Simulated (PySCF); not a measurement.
## Electron correlation in Pb²⁺ (lead, charge +2)

[Xe] 4f14 5d10 6s2, closed-shell 1S. Calculation: PySCF 2.14, in x2c-TZVPPall; the spin-free X2C one-electron Hamiltonian (Gaussian nucleus). Frozen: [Kr] 4d10 4f14; 20 electrons correlated.

| level | correlation energy (mhartree) |
| --- | --- |
| CCSD | -432.82 |
| (T) | -8.29 |
| CCSD(T) | -441.11 |

Diagnostics: T1 = 0.0074, D1 = 0.0208, largest double amplitude 0.057.

Cost of the coupled-cluster step: of the order of 4 core-seconds, for 20 correlated electrons.

This basis was not built for core-valence correlation, so the inner-shell part is incomplete.
